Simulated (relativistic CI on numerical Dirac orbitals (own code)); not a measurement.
K⁺: what numerical and physical settings do to a radial Dirac CI calculation

Reference input:

```
atom K  Z=19  charge=1  electrons=18
nucleus A=39  rms_radius_fm=3.4349
hamiltonian dirac-coulomb  breit=on  qed=on  c_scale=1
orbitals kli  potential=per-configuration
slater_scale 1
correlation none
mixing on
grid step=0.0125 r_max=74.5
scf mixing=0.4 start=green max_iterations=150 tolerance=2e-08 node_fill=0.05
configurations
  [Ne] 3s2 3p6
  [Ne] 3s2 3p5 3d
  [Ne] 3s2 3p4 3d2
  [Ne] 3s2 3p5 4s
  [Ne] 3s2 3p5 4p
end
```

Computed lowest total energy -601.17962 Ha, first excitation 173632.5 cm⁻¹, 55 SCF steps. Runs with settings changed; * marks those that are bad on purpose (the QED terms keep the true α when c is scaled):

| Changed | Outcome | Lowest level | ΔE (Ha) | First excitation (cm⁻¹) | SCF steps | Message |
| --- | --- | --- | --- | --- | --- | --- |
| speed of light × 10, SCF mixing 0.05 | converged | 3p6 1S_0 | 2.16 | 174685.9 | 66 |  |
| Breit term off, nuclear radius 4.4654 fm, node fill of the KLI weights 0.01 | converged | 3p6 1S_0 | -0.159 | 173803.5 | 54 |  |
| grid step 0.006, start potential bare | converged | 3p6 1S_0 | -3.49e-05 | 173632.5 | 73 |  |
| speed of light × 0.05 * | not converged |  |  |  | 1 | SCF of 1s2 2s2 2p6 3s2 3p6 stopped: an orbital could not be found |
| node fill of the KLI weights 5 * | converged | 3p6 1S_0 | 0.152 | 176180.1 | 57 |  |

With so few configurations and no correlation, terms lie too far apart (by 10 to 50 % near neutrality), their order can be wrong, and levels of other configurations are missing.
